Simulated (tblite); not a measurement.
Q: What does the GFN2-xTB structure of InChI=1S/C6H10ClFSi/c7-9-4-2-1-3-6(9)5-8/h1,3,6,9H,2,4-5H2/t6-,9-/m0/s1 look like in three dimensions?

A: 
```xyz
19
C6H10ClFSi angstrom
F      3.2343    0.6087   -0.8338
C      2.4043    0.0502    0.1112
C      1.0445   -0.2893   -0.4910
C      0.3512    0.9780   -0.9127
C     -0.8817    1.3694   -0.6334
C     -1.9219    0.6585    0.1809
C     -1.7817   -0.8660    0.1925
Si    -0.0164   -1.3509    0.6873
Cl     0.3412   -0.8300    2.6088
H      2.9159   -0.8455    0.4782
H      2.3140    0.7815    0.9198
H      1.2478   -0.8651   -1.4023
H      0.9756    1.6296   -1.5116
H     -1.2022    2.3331   -1.0087
H     -2.9094    0.9295   -0.2030
H     -1.8692    1.0342    1.2089
H     -2.5265   -1.2905    0.8660
H     -2.0038   -1.2483   -0.8043
H      0.2743   -2.7779    0.5399
```

Orientation and origin are arbitrary. Atoms count from 1 in this order. The 6-membered ring C3–C4–C5–C6–C7–Si8 has internal angles of 102.4° to 128.4°; it is puckered, 0.21 Å rms from its mean plane, widest ring torsion 52°. The C–C distances run from 1.323 Å (C4=C5, drawn double) to 1.531 Å (C6–C7, drawn single), a spread of 0.208 Å. Si8 (chlorine-bound silicon) is distorted tetrahedral (angles from 102.4° to 114.1°). Of the pairs four or more bonds apart, F1···H13 is among the closest relative to their van der Waals radii: 2.57 Å, 96 % of the sum of Bondi's values.

Bonds between heavy atoms (Å): F1–C2 1.376, C2–C3 1.525, C3–C4 1.505, C4=C5 1.323, C5–C6 1.500, C6–C7 1.531, C7–Si8 1.896, Si8–Cl9 2.023, C3–Si8 1.908.

The geometry is computed with GFN2-xTB (gas phase).

Point group: C1 (no symmetry element, even within 0.4 Å). Its GFN2-xTB frequencies are all real (lowest 28 cm⁻¹). The numbers are those of one conformer (F1–C2–C3–C4 -65°, C2–C3–C4–C5 -130°, C4–C5–C6–C7 -27°, C5–C6–C7–Si8 52°, C6–C7–Si8–Cl9 66°). 2 starts were optimised and ended at 0.00 and 0.15 kcal/mol (GFN2-xTB); the lowest of these is shown.

Hardware: one thread of an Intel Xeon at 2.50 GHz (shared host). Cost: 1.5 s of wall time. That covers the optimisation of the geometry.
